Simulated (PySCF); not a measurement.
# Unknown compound

An unknown has the formula C$_{5}$H$_{9}$ClSi$_{2}$. Its calculated NMR data are:

¹H NMR (500 MHz, computed): δ 6.82 (m, 1H), 6.71 (m, 1H), 4.54 (s, 2H), 3.88 (t, 3H), 2.14 (q, 2H).

¹³C{¹H} NMR (computed): δ 151.7 (CH), 148.7 (C), 147.1 (CH), 146.7 (C), 20.4 (CH2).

Rapidly exchanging positions averaged, one conformer, relativity neglected, in vacuum. PBE0/pcSseg-1 with gauge-including orbitals; GFN2-xTB geometry; PySCF 2.14.0 with density-fitted response routines.

δ = σ(ref) − σ, references computed at the same level: TMS for ¹H (31.72 ppm), ¹³C (186.93 ppm).

**Question.** Which of these isomers gave the spectra?
A. CC1=C[SiH2]C=C[Si@@H]1Cl
B. [SiH3]CC1=CC=C(Cl)[SiH2]1
C. [SiH3]C[Si]1(Cl)C=CC=C1

**Answer.** B. 

Rings plus π bonds: 3 (1 ring in the answer). 5 carbon signals for 5 carbons: no two carbons are equivalent. Carbon types of the structure: 2 × C, 2 × CH, 1 × CH2, leaving 5 H on heteroatoms. δC 151.7, 147.1: alkene CH; an sp2 carbon of a C=C bond. δC 148.7, 146.7: fully substituted alkene carbon; an sp2 carbon of a C=C bond. δH 6.82, 6.71: hydrogen on an alkene CH; a vinylic proton, deshielded by the sp2 carbon and the C=C anisotropy. δH 3.88: hydrogen on a silicon bonded to C. δH 2.14: hydrogen on an allylic sp3 CH2 bonded to Si; allylic position.

The others: CC1=C[SiH2]C=C[Si@@H]1Cl would give 7 signals for carbon-bound and other non-exchanging H, not 5; [SiH3]C[Si]1(Cl)C=CC=C1 would give 3 carbon signals, not 5.

Carbons that carry Cl, above all several Cl atoms, come out too deshielded, partly because spin–orbit coupling is missing. Shifts are as computed. Against solution values, carbons near 30 ppm lie about +3 ppm off and those near 130 ppm about +5 ppm; carbons on Cl a further +6 ppm. Of 1211 compounds with measured shifts, 218 miss one by over three times the rms of a fit or turn the order of signals round; such compounds aren't used in these exercises. No couplings were computed; multiplicities are counted from neighbouring protons, with m where these are inequivalent, close in shift, in a saturated or five-membered ring or joined by F or P, and br s for small geminal =CH2 splittings.
